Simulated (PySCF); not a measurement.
# C₆ coefficients of unlike pairs at PBE0

Calculated with PySCF 2.14 from the dipole response of each species, C₆(A,B) = (3/π) ∫ α_A(iu) α_B(iu) du, in atomic units, from isotropic polarisabilities. For ions this is the dispersion term alone; charge-induced terms of lower order in 1/R come first.

```
species           configuration                                                                                    basis      relativity  α (bohr³)  C₆ (like pair)
   Cr³⁺           [Ar] 3d3 (4F)  aug-cc-pwCVTZ-DK with one added diffuse shell each of s, p, d, f, g type (11s10p8d5f4g)   spin-free X2C      2.124           5.387
   Kr³⁺  [Ar] 3d10 4s2 4p3 (4S)                                              aug-cc-pwCVTZ-PP with ECP10MDF (8s7p6d4f1g)  core potential      5.487           21.77
   Sb³⁺      [Kr] 4d10 5s2 (1S)                                                  aug-cc-pVTZ-PP with ECP28MDF (6s5p4d2f)  core potential      10.64           46.22
     Ru       [Kr] 4d7 5s1 (5F)                     def2-TZVPPD with the def2 core potential (28 electrons) (6s4p3d2f1g)  core potential      58.26           469.5
```

**Question.** Estimate C₆ for Sb³⁺ with Cr³⁺.

**Answer.** The integral gives 14.09. The combination rule 2 C_A C_B / (C_A α_B/α_A + C_B α_A/α_B) gives 13.75 and the geometric mean 15.78.

No spin-orbit coupling is included.

The other pairs:

| pair | C₆ |
| --- | --- |
| Ru, Cr³⁺ | 36.51 |
| Ru, Kr³⁺ | 83.51 |
| Ru, Sb³⁺ | 135.2 |
| Kr³⁺, Cr³⁺ | 10.46 |
| Sb³⁺, Kr³⁺ | 30.83 |
